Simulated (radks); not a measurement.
Charge is removed step by step from the 5s1/2 level of the tellurium ion Te+, starting from [Kr] 4d10 5s2 5p3. Method: Dirac Kohn-Sham, PBEsol, spin-unpolarised, spherical densities, finite nucleus; open shells fill j = l - 1/2 first; Fermi nuclear charge, rms radius 4.7423 fm; computed with a radial shooting solver on a logarithmic mesh with Libxc functionals.

| removed (e) | E - E(0) (eV) | eigenvalue (eV) | E minus straight line (eV) |
|---|---|---|---|
| 0 | 0.000 | -23.313 | 0.000 |
| 0.1 | 2.380 | -24.286 | -0.449 |
| 0.2 | 4.857 | -25.267 | -0.801 |
| 0.3 | 7.433 | -26.256 | -1.054 |
| 0.4 | 10.109 | -27.253 | -1.207 |
| 0.5 | 12.884 | -28.258 | -1.261 |
| 0.6 | 15.761 | -29.271 | -1.213 |
| 0.7 | 18.739 | -30.291 | -1.064 |
| 0.8 | 21.819 | -31.318 | -0.813 |
| 0.9 | 25.003 | -32.352 | -0.458 |
| 1 | 28.290 | -33.393 | 0.000 |

Removing the whole electron costs 28.290 eV by Delta-SCF, against 23.313 eV from minus the eigenvalue at the starting occupation. Slater's transition state (half an electron removed) gives 28.258 eV. Integrating minus the eigenvalue over the occupation (Janak's theorem) gives 28.290 eV. The mean slope of the eigenvalue, de/dn, is 10.1 eV per electron.
